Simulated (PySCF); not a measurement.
Species: C6H11NSi2.
SMILES with atom numbers: `[cH:1]1[cH:2][cH:3][n:4]([CH:5]2[SiH2:6][CH2:7][SiH2:8]2)[cH:9]1` (hydrogens: H10 on C1; H11 on C2; H12 on C3; H13 on C5; H14, H15 on Si6; H16, H17 on C7; H18, H19 on Si8; H20 on C9)

Cartesian coordinates in Å at the PBE0-D3(BJ)/def2-SVP level; atoms count from 1:
```
atom  x, y, z in Å
C1     2.3878   -0.6543   -0.4970
C2     2.1931    0.7481   -0.6041
C3     0.8314    0.9712   -0.5975
N4     0.1962   -0.2378   -0.4913
C5    -1.2246   -0.4308   -0.4449
Si6   -2.3707    0.3865    0.8671
C7    -3.7672    0.3841   -0.4228
Si8   -2.4385    0.2464   -1.7747
C9     1.1368   -1.2315   -0.4291
H10    3.3370   -1.1860   -0.4720
H11    2.9626    1.5140   -0.6797
H12    0.2625    1.8964   -0.6618
H13   -1.4304   -1.5143   -0.3822
H14   -1.9167    1.7746    1.1783
H15   -2.5970   -0.3655    2.1395
H16   -4.3773   -0.5318   -0.3577
H17   -4.4407    1.2515   -0.4530
H18   -2.7235   -0.6322   -2.9506
H19   -2.0078    1.5946   -2.2509
H20    0.8368   -2.2739   -0.3400
```

The closed-shell ground state was solved at several levels (PySCF, density fitting, gas phase, non-relativistic).

| level | basis functions | HOMO (eV) | LUMO (eV) | gap (eV) | dipole (D) |
| --- | --- | --- | --- | --- | --- |
| wB97X-D/pcSseg-1 | 222 | -7.80 | 1.54 | 9.34 | 2.74 |
| CAM-B3LYP/def2-SVPD | 276 | -7.28 | 0.58 | 7.86 | 2.65 |

Task: Estimate the row for PBE0/pcSseg-1, a basis of 222 functions; the other rows only guide the guess.

Result: HOMO -5.99 eV, LUMO -0.20 eV, gap 5.79 eV, dipole 2.70 D.

Task: Over all these levels, which gives the widest orbital gap and which the narrowest?

Result: wB97X-D/pcSseg-1 (range-separated hybrid) has the widest, 9.34 eV, and PBE0/pcSseg-1 (global hybrid, 25 % exact exchange) the narrowest, 5.79 eV. The two share the basis. From the narrowest to the widest the HOMO moves by -1.81 eV and the LUMO by +1.74 eV.

Task: How far do the dipole and the HOMO energy spread over the levels?

Result: The dipole runs from 2.65 to 2.74 D (mean 2.70 D) and the HOMO from -7.80 to -5.99 eV.

One conformer stands for the species.
